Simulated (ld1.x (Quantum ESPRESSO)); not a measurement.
**H (Z = 1): RRKJ pseudisation with PBE, non-relativistic reference atom.**

- Element: hydrogen (H)
- Generator: ld1.x (Quantum ESPRESSO) 7.5
- Type: norm-conserving RRKJ (Kleinman–Bylander form)
- Functional: PBE
- Relativity: non-relativistic
- Frozen core: none
- Valence charge: 1
- Reference configuration: 1s1
- Partial waves: 1s (bound): rc 1.30 bohr; 2p channel at -0.05 Ry: rc 1.10 bohr
- Local potential: all-electron potential smoothed inside 0.85 bohr (lloc = -1)
- Core correction: none
- rho0: 0.01

- Cutoffs needed: 80 Ry and 100 Ry (the cutoffs (Ry, on a coarse ladder) from which the occupation-weighted sum of valence levels, in a spherical-Bessel basis at the reference potential, stays within 10 and 1 mRy of its value at 400 Ry)
- Ghost test: no extra level below or beside the all-electron valence levels (s, p, d, f tested) (spherical-Bessel basis up to 400 Ry, 20 bohr box)
